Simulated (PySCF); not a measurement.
Isomers of C7H12FNSi, mass 157.072 u with the commonest isotopes. The calculation used PBE0/pcSseg-1 in PySCF (dipole) on a GFN2-xTB geometry, gas phase. One conformer each, none proved a minimum here; rigid rotors.

Question: Order these by out-of-plane moment Σ m c² = (Ia + Ib − Ic)/2, largest first.
A. `[CH3:1][CH2:2]/[C:3](=[CH:4]\[SiH2:5][CH2:6][F:7])[CH2:8][C:9]#[N:10]` with C1–C2–C3–C4 97°, C3–C4–Si5–C6 -174°, C4–Si5–C6–F7 -178°, C2–C3–C8–C9 -69°
B. `[CH3:1][C@@H:2]([F:3])[C@@H:4]1[CH2:5][CH2:6][Si@H:7]1[CH2:8][C:9]#[N:10]` with C1–C2–C4–C5 -62°, C6–Si7–C8–C9 159°, C2–C4–C5–C6 -136°, C4–C5–C6–Si7 15°, C5–C6–Si7–C8 -125°, C2–C4–Si7–C6 131°
C. `[CH3:1][CH2:2][C@@H:3]1[CH2:4][C@H:5]([C:6]#[N:7])[C@@H:8]([F:9])[SiH2:10]1` with C1–C2–C3–C4 -64°, C2–C3–C4–C5 -164°, C3–C4–C5–C6 173°, C4–C5–C8–F9 -156°, C5–C8–Si10–C3 11°

Answer: B (70.42 u·Å²), A (51.02 u·Å²), C (26.52 u·Å²).

Question: Order these by dipole moment, largest first.
A. `[CH3:1][C@@H:2]([F:3])[C@@H:4]1[CH2:5][CH2:6][Si@H:7]1[CH2:8][C:9]#[N:10]` with C1–C2–C4–C5 -62°, C6–Si7–C8–C9 159°, C2–C4–C5–C6 -136°, C4–C5–C6–Si7 15°, C5–C6–Si7–C8 -125°, C2–C4–Si7–C6 131°
B. `[CH3:1][CH2:2][C@@H:3]1[CH2:4][C@H:5]([C:6]#[N:7])[C@@H:8]([F:9])[SiH2:10]1` with C1–C2–C3–C4 -64°, C2–C3–C4–C5 -164°, C3–C4–C5–C6 173°, C4–C5–C8–F9 -156°, C5–C8–Si10–C3 11°
C. `[CH3:1][CH2:2]/[C:3](=[CH:4]\[SiH2:5][CH2:6][F:7])[CH2:8][C:9]#[N:10]` with C1–C2–C3–C4 97°, C3–C4–Si5–C6 -174°, C4–Si5–C6–F7 -178°, C2–C3–C8–C9 -69°

Answer: B (5.13 D), A (4.21 D), C (3.51 D).

Question: Order these by rotational constant B, largest first.
A. `[CH3:1][CH2:2][C@@H:3]1[CH2:4][C@H:5]([C:6]#[N:7])[C@@H:8]([F:9])[SiH2:10]1` with C1–C2–C3–C4 -64°, C2–C3–C4–C5 -164°, C3–C4–C5–C6 173°, C4–C5–C8–F9 -156°, C5–C8–Si10–C3 11°
B. `[CH3:1][CH2:2]/[C:3](=[CH:4]\[SiH2:5][CH2:6][F:7])[CH2:8][C:9]#[N:10]` with C1–C2–C3–C4 97°, C3–C4–Si5–C6 -174°, C4–Si5–C6–F7 -178°, C2–C3–C8–C9 -69°
C. `[CH3:1][C@@H:2]([F:3])[C@@H:4]1[CH2:5][CH2:6][Si@H:7]1[CH2:8][C:9]#[N:10]` with C1–C2–C4–C5 -62°, C6–Si7–C8–C9 159°, C2–C4–C5–C6 -136°, C4–C5–C6–Si7 15°, C5–C6–Si7–C8 -125°, C2–C4–Si7–C6 131°

Answer: A (786.7 MHz), C (744.0 MHz), B (455.4 MHz).

```tsv
SMILES	point group	Ia (u·Å²)	Ib (u·Å²)	Ic (u·Å²)	κ	μa (D)	μb (D)	μc (D)
CC[C@@H]1C[C@H](C#N)[C@@H](F)[SiH2]1	C1	324.48	642.40	913.85	-0.53	4.83	1.70	0.36
CC/C(=C\[SiH2]CF)CC#N	C1	257.44	1109.63	1265.03	-0.93	0.07	1.64	3.10
C[C@@H](F)[C@@H]1CC[Si@H]1CC#N	C1	322.90	679.24	861.30	-0.68	1.31	3.61	1.74
```
